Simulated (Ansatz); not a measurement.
`F[SiH](F)[AlH2]` + H₂O → `O[SiH](F)[AlH2]` + H–F at 700 K and 1 bar (formal hydrolysis of the Si–F bond).

Calculated with Ansatz (gas phase, PBE0-D4/def2-TZVP geometries, no zero-point term in ΔE). CCSD(T)/CBS adds triple-zeta CCSD(T) − MP2 to the extrapolated MP2 energy (def2 sets, frozen cores). This one scheme is used for every species. One conformer a species, not always the lowest.

```
          species  CCSD(T)/CBS energy (Eh)  H − E (kJ/mol)  S (J/(mol·K))
`F[SiH](F)[AlH2]`               -732.58614           139.0          438.6
              H₂O                -76.37941            80.5          218.4
`O[SiH](F)[AlH2]`               -708.55508           175.3          451.9
              H–F               -100.39570            45.2          198.5
```

H − E and S are ideal-gas, rigid-rotor, harmonic terms from PBE0-D4/def2-TZVP, for one conformer and one mirror image of each species. 1 Eh = 2625.50 kJ/mol, R = 8.31446 J/(mol·K).

**Question.** By hand: ΔE, ΔH, ΔS and ΔG.

**Answer.** ΔE = (-708.55508) + (-100.39570) − (-732.58614) − (-76.37941) = 0.01477 Eh = 38.8 kJ/mol. Δ(H − E) = 175.3 + 45.2 − 139.0 − 80.5 = 1.0, so ΔH = 39.8 kJ/mol. ΔS = 451.9 + 198.5 − 438.6 − 218.4 = -6.6 J/(mol·K). ΔG = 39.8 − 700 × (-6.6)/1000 = 44.4 kJ/mol.

**Question.** By hand: the equilibrium constant, and the temperature at which ΔG would vanish if ΔH and ΔS stayed fixed.

**Answer.** log₁₀ K = −ΔG/(RT ln 10) = -3.3. ΔH and −TΔS have one sign here, so there is no such temperature.

The number of gas molecules stays the same, so ΔS is small and ΔH decides. A doubt of 5 kJ/mol in ΔE shifts log₁₀ K by 0.4 here. Other conformers and mirror images would add mixing entropy, several J/(mol·K) or more a flexible species. Modes under 60 cm⁻¹, often nearly free rotors, make the harmonic entropy too high. These are equilibria of isolated gas molecules and say nothing of rates. Largest T1 diagnostic: 0.012 (customary marks: 0.02 for closed shells, 0.045 for open ones).

ΔS is within the doubt of such terms, so its sign, and with it that verdict, could turn.
